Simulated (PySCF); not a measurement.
## Solvent effects on NMR parameters

Geometry (Å), atoms numbered from 1 in this order:
```xyz
27

C    -0.8076   -0.3464   -2.0324
C    -0.9791    0.0719   -0.7712
C    -1.8563   -0.5866    0.2510
P    -0.0854    1.5396   -0.2396
C    -1.1768    2.8736    0.2576
Si   -0.3056    4.5273    0.7034
C     1.0662    1.1382    1.1020
C     1.9715   -0.0612    0.8202
C     2.8950    0.1184   -0.3736
H    -0.1576    0.1679   -2.7460
H    -1.3281   -1.2379   -2.3967
H    -1.2799   -0.9244    1.1273
H    -2.3518   -1.4654   -0.1835
H    -2.6417    0.0955    0.6142
H     0.6489    1.9912   -1.3554
H    -1.7714    2.5280    1.1202
H    -1.8771    3.0491   -0.5767
H     0.6738    4.8180   -0.3827
H     0.4069    4.3402    1.9972
H    -1.3596    5.5685    0.7949
H     0.4408    0.9769    1.9968
H     1.6546    2.0528    1.2929
H     2.5666   -0.2294    1.7314
H     1.3553   -0.9669    0.6939
H     2.3452    0.1638   -1.3278
H     3.5906   -0.7285   -0.4537
H     3.5004    1.0342   -0.2849
```

Total charge +1.

GIAO PBE0/pcSseg-1 in PySCF 2.14.0 with density-fitted response routines on one PBE0-D3(BJ)/def2-SVP conformer, non-relativistic, equivalent nuclei averaged. Solvents enter as an IEF-PCM continuum (dichloromethane with ε = 8.9, dimethylsulfoxide with ε = 46.8) around the gas-phase geometry. Shifts are referred to TMS computed in the same medium.

Gas phase, δ in ppm: C1 151.0, C2 132.1, C7 23.3, C3 18.3, C8 17.5, C9 13.6, C5 -0.6, Si6 -67.2, H11 6.81, H10 6.56, H15 5.87, H18/H19/H20 4.32, H12/H13/H14 2.18, H23 2.13. Dipole moment 1.21 D.

(1) How does each δ change in the continuum?

(2) Which of the listed nuclei move most (in ppm), and what does the model miss?

## Answers

(1) 
```csv
atoms,environment,"Δδ, dichloromethane","Δδ, dimethylsulfoxide"
C1,terminal =CH2 carbon,-1.4,-1.7
C2,fully substituted alkene carbon,+3.3,+3.9
C7,sp3 CH2 bonded to P,+0.2,+0.2
C3,allylic methyl carbon,+1.0,+1.2
C8,sp3 CH2,+1.2,+1.4
C9,methyl carbon,+0.5,+0.5
C5,sp3 CH2 bonded to P and Si,+0.5,+0.5
Si6,"silicon bonded to C, 3 H",+0.9,+1.0
H11,hydrogen on a terminal =CH2 carbon,-0.12,-0.15
H10,hydrogen on a terminal =CH2 carbon,+0.05,+0.07
H15,hydrogen on a phosphorus bonded to 3 C,+0.41,+0.50
H18/H19/H20,hydrogen on a silicon bonded to C,-0.18,-0.22
H12/H13/H14,hydrogen on an allylic methyl carbon,-0.01,-0.01
H23,hydrogen on an sp3 CH2,-0.19,-0.23
```

Changes are relative to the gas phase. The dipole moment becomes 1.47 D in dichloromethane, 1.50 D in dimethylsulfoxide.

(2) C2 (fully substituted alkene carbon, +3.9 ppm) in dimethylsulfoxide. A continuum only polarises the solute; specific hydrogen bonds, the anisotropy of aromatic solvents and changes of geometry or conformer are outside it, as are counter-ions.
